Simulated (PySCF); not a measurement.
C₂H₆Zn, SMILES [Zn]([CH3])[CH3].

Geometry optimised at B3LYP-D3(BJ)/def2-SVP. The isomer is the one that the SMILES or the coordinates give; other isomers of the formula were not compared.

Method: CAM-B3LYP/def2-TZVPD (PySCF).

Symmetry labels are those of the subgroup C2 that the program uses (full group D3).

Problem. List the valence orbital energies around the gap with their symmetry. (The exact figures need the calculation; the answer reports its results.)

Solution. 
| orbital | symmetry | energy (eV) |
|---|---|---|
| HOMO−7 | A | -15.46 |
| HOMO−6 | A | -15.41 |
| HOMO−5 | A | -12.15 |
| HOMO−4 | B | -12.15 |
| HOMO−3 | B | -11.85 |
| HOMO−2 | A | -11.85 |
| HOMO−1 | A | -10.31 |
| HOMO | B | -8.48 |
| LUMO | B | 0.51 |
| LUMO+1 | A | 0.51 |
| LUMO+2 | A | 0.62 |
| LUMO+3 | B | 0.77 |
